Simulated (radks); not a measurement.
Values are calculated unless marked as measured or tabulated.
Fractional charge and spin in the 4s shell of bromine: the spin-up occupation runs from 0 to 1 and the spin-down occupation from 0 to 1; the fullest corner is Br3+, [Ar] 3d10 4p(up 1, down 1) 4s(up 1, down 1). Level of theory: non-relativistic Kohn-Sham, r2SCAN, spin-polarised, spherical densities, point nucleus; meta-GGA in the generalised Kohn-Sham scheme (a radial shooting solver on a logarithmic mesh with Libxc functionals). Energy (eV) above the fullest corner. The planes named below are the two flat planes that join the four corners, with an edge along up + down = one added electron.

down \ up        0     0.5       1
0          134.721  95.750  59.894
0.5         95.750  60.589  28.469
1           59.894  28.469   0.000

Corners above the fullest one (they belong to Br4+ and the next ion): (up 1, down 0) 59.894 eV, (up 0, down 1) 59.894 eV, (up 0, down 0) 134.72 eV. With half an added electron in each spin the energy lies 0.695 eV from the planes, and with half an added electron in spin up alone -1.557 eV. The planes are only a guide here: the flat-plane condition holds for ground states with one frontier orbital, while this shell lies below other occupied shells, so the corners above the fullest one are inner-hole states and not the ground states of those ions.
